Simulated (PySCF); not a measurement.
**Working out the excitation energy of In**

In [Kr] 4d10 5s2 5p1 (2P) → In [Kr] 4d10 5s1 5p1 6s1 (4P). Calculation: PySCF 2.14, in aug-cc-pwCVDZ-PP with ECP28MDF (6s5p4d1f, 48 functions); a scalar-relativistic core potential. Frozen: nothing. Energies in hartree (1 hartree = 27.21139 eV):

```tsv
part	In (lower)	In (upper)
UHF	-189.205747	-188.960562
MP2 opposite-spin	-0.253605	-0.212063
MP2 same-spin	-0.133007	-0.123723
```

Task: What does Hartree-Fock give?

Result: (-188.960562) − (-189.205747) = 0.245185 hartree = 6.672 eV.

Task: What do MP2 and SCS-MP2 (6/5 opposite-spin, 1/3 same-spin) give?

Result: The opposite-spin parts differ by 1.130 eV and the same-spin parts by 0.253 eV. MP2: 6.672 + (1.130) + (0.253) = 8.055 eV. SCS-MP2: 6.672 + 1.2 × (1.130) + (0.253)/3 = 8.112 eV.

The upper state lies above the first ionisation limit, but in LS coupling its spin forbids autoionisation to the ground ion; at this Z spin-orbit coupling breaks that rule. A Rydberg-like electron needs more diffuse functions than a valence basis has.

A double-zeta basis recovers only part of the correlation energy.
